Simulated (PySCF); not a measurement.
CrO3, singlet, at a GFN2-xTB geometry (such geometries of metal compounds can be far from the true shape). Base run: B3LYP/6-31G, TDDFT (PySCF).

The PySCF input:
```python
from pyscf import gto, scf, dft, tdscf

mol = gto.Mole()
mol.atom = '''
    Cr    0.127071   -0.106123   -0.153246
    O    -1.151676   -0.972620    0.050674
    O    -0.207592    1.298290   -0.739096
    O     0.978054   -0.007302    1.148160
'''
mol.basis = '6-31g'
mol.charge = 0
mol.spin = 0
mol.verbose = 3
mol.build()

mf = dft.RKS(mol)
mf.xc = 'b3lyp'
mf.kernel()
td = mf.TDDFT()
td.nstates = 5
td.kernel()
td.analyze()
```

The base run was repeated with changes; each row names its change, and settings that it needs were set with it.

```json
[
 {"change": "base", "first excitation (eV)": "1.81", "oscillator strength of the first": "0.000", "second (eV)": "2.76", "core-seconds (rough)": "40"},
 {"change": "nstates = 15", "first excitation (eV)": "1.81", "oscillator strength of the first": "0.000", "second (eV)": "2.76", "core-seconds (rough)": "60"},
 {"change": "conv_tol = 1e-3", "first excitation (eV)": "1.81", "oscillator strength of the first": "0.000", "second (eV)": "2.76", "core-seconds (rough)": "30"},
 {"change": "functional = wb97x", "first excitation (eV)": "2.07", "oscillator strength of the first": "0.000", "second (eV)": "2.98", "core-seconds (rough)": "100"},
 {"change": "response = Tamm-Dancoff", "first excitation (eV)": "1.82", "oscillator strength of the first": "0.000", "second (eV)": "2.80", "core-seconds (rough)": "20"},
 {"change": "states = triplets; response = Tamm-Dancoff", "first excitation (eV)": "1.65", "oscillator strength of the first": "-", "second (eV)": "2.24", "core-seconds (rough)": "20"},
 {"change": "functional = hf", "first excitation (eV)": "?", "oscillator strength of the first": "?", "second (eV)": "?", "core-seconds (rough)": "20"},
 {"change": "functional = bhandhlyp", "first excitation (eV)": "?", "oscillator strength of the first": "0.000", "second (eV)": "2.95", "core-seconds (rough)": "60"},
 {"change": "nstates = 10", "first excitation (eV)": "1.81", "oscillator strength of the first": "0.000", "second (eV)": "2.76", "core-seconds (rough)": "50"},
 {"change": "functional = lc_wpbe", "first excitation (eV)": "?", "oscillator strength of the first": "0.000", "second (eV)": "2.95", "core-seconds (rough)": "100"}
]
```

Q: Fill in the missing entries.

A: 
- functional = hf, first excitation (eV): 1.49
- functional = hf, oscillator strength of the first: 0.001
- functional = hf, second (eV): 1.49
- functional = bhandhlyp, first excitation (eV): 2.48
- functional = lc_wpbe, first excitation (eV): 2.01

An iterative solver can miss low states, so a row lists the states that it found.
